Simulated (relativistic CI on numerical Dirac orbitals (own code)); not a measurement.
## In IV: calculation against measurement

Calculated at this level of theory: Dirac-Coulomb-Breit CI, KLI orbitals optimised for each configuration, model QED (radiative potential, 1s self-energy scaled to tabulated hydrogen-like ionisation energies), valence Slater integrals scaled by 0.85, P86 correlation energy added to each configuration (own radial code, finite nucleus).

CI space (outside the closed core [Kr]): 4d10, 4d9 5s, 4d9 4f, 4d9 5p, 4d9 5d, 4d9 6s, 4d8 5s2, 4d9 6p, 4d8 4f2, 4d9 6d, 4d9 7s, 4d8 5s 5p, 4d9 7p, 4d9 5f, 4d9 5g, 4d9 7d, 4d9 6f, 4d8 5p2, 4d8 5s 5d, 4d8 4f 5s. Levels of other configurations are missing.

| Configuration | Term (tabulated) | J | Measured (cm⁻¹) | Computed | Error | Purity (%) |
| --- | --- | --- | --- | --- | --- | --- |
| 4d10 | 1S | 0 | 0.0 | 0 | 0 | 100 |
| 4d9 5s | 3D | 3 | 128641.4 | 135883 | 7242 | 100 |
| 4d9 5s | 3D | 2 | 130879.2 | 137995 | 7116 | 73 |
| 4d9 5s | 3D | 1 | 135791.4 | 142755 | 6964 | 100 |
| 4d9 5s | 1D | 2 | 138662.1 | 145500 | 6838 | 73 |
| 4d9 5p | 3P° | 2 | 193894.2 | 199481 | 5587 | 89 |
| 4d9 5p | 3F° | 3 | 196599.7 | 202210 | 5610 | 59 |
| 4d9 5p | 3P° | 1 | 200553.1 | 205706 | 5153 | 89 |
| 4d9 5p | 3F° | 4 | 201051.4 | 206097 | 5046 | 100 |
| 4d9 5p | 3F° | 2 | 202024.6 | 207353 | 5329 | 84 |
| 4d9 5p | 3P° | 0 | 204947.6 | 209846 | 4898 | 100 |
| 4d9 5p | 1D° | 2 | 205252.2 | 210681 | 5429 | 66 |
| 4d9 5p | 3D° | 3 | 205848.9 | 210930 | 5081 | 69 |
| 4d9 5p | 1P° | 1 | 208598.5 | 214062 | 5464 | 83 |
| 4d9 5p | 3D° | 1 | 211546.8 | 216496 | 4949 | 76 |
| 4d9 5p | 3D° | 2 | 212679.6 | 217662 | 4982 | 60 |
| 4d8 5s2 | 3F | 4 | 277340.2 | 288234 | 10894 | 88 |
| 4d8 5s2 | 3F | 3 | 283497.2 | 295073 | 11576 | 72 |
| 4d8 5s2 | 3F | 2 | 284985.4 | 296781 | 11796 | 62 |
| 4d9 5d | 3S | 1 | 285946.9 | 287973 | 2026 | 79 |
| 4d9 5d | 3P | 2 | 288732.1 | 291110 | 2378 | 71 |
| 4d9 5d | 3G | 5 | 289432.9 | 291254 | 1821 | 100 |
| 4d9 5d | 3P | 0 | 292068.6 | 294339 | 2270 | 96 |
| 4d9 5d | 3F | 4 | 292221.8 | 294168 | 1946 | 69 |
| 4d9 5d | 3G | 3 | 296394.7 | 298077 | 1683 | 72 |
| 4d9 5d | 3D | 1 | 296723.8 | 298610 | 1886 | 75 |
| 4d8 5s2 | 3P † | 0 | 297850.5 | 309851 | 12000 | 91 |
| 4d8 5s2 | 3P † | 1 | 298619.5 | 309925 | 11305 | 95 |
| 4d9 6s | 3D | 3 | 298643.9 | 300321 | 1677 | 100 |
| 4d9 5d | 3F | 2 | 298925.8 | 300390 | 1465 | 73 |
| 4d8 5s2 | 1G | 4 | 302457.9 | 313901 | 11443 | 95 |
| 4d9 6s | 3D | 1 | 305793.7 | 307260 | 1466 | 100 |
| 4d9 5d | 1S | 0 | 309455.8 | 312336 | 2880 | 88 |
| 4d9 6p | 3P° | 2 | 321515.5 | 322552 | 1037 | 86 |
| 4d9 6p | 3F° | 4 | 323452.2 | 324689 | 1237 | 100 |
| 4d9 6p | 3D° | 3 | 324925.2 | 326302 | 1377 | 80 |
| 4d9 4f | 3P° | 0 | 327893.1 | 334313 | 6420 | 97 |
| 4d9 4f | 3P° | 1 | 328547.4 | 334894 | 6347 | 89 |
| 4d9 6p | 3F° | 2 | 328806.5 | 330095 | 1289 | 80 |
| 4d9 4f | 3P° | 2 | 329640.5 | 335883 | 6243 | 65 |
| 4d9 6p | 3P° | 0 | 329773.4 | 330552 | 778 | 98 |
| 4d9 4f | 3H° | 6 | 330512.3 | 336639 | 6126 | 100 |
| 4d9 6p | 3D° | 1 | 331368.5 | 332546 | 1177 | 84 |
| 4d9 6p | 3D° | 2 | 331916.2 | 333117 | 1200 | 59 |
| 4d9 4f | 3D° | 3 | 331945.4 | 338162 | 6216 | 61 |
| 4d9 4f | 3F° | 4 | 332541.6 | 338700 | 6158 | 78 |
| 4d9 4f | 3G° | 5 | 332819.1 | 338962 | 6143 | 76 |

Measured levels from measured levels as listed in Gamrath, thesis, University of Mons (2023); pairs were made by configuration, J and term (by order where the table uses no LS term), so strongly mixed levels may be paired wrongly.

Mean error by configuration (cm⁻¹): 4d9 5s 7040; 4d9 5p 5230; 4d8 5s2 11427; 4d9 5d 2040; 4d9 6s 1572; 4d9 6p 1156; 4d9 4f 6236. Over the excited levels the mean absolute error is 4651 cm⁻¹ (46 of the 69 excited levels that our extract of the source holds in range could be paired, and the others can miss by more), and the median relative error of those above 1,000 cm⁻¹ is 1.9 %. † marks terms whose computed intervals miss the measured ones by more than a factor of 2.5, or configurations far off the rest, from wrong mixing, a near crossing or a doubtful label or measurement; they are left out of the means.
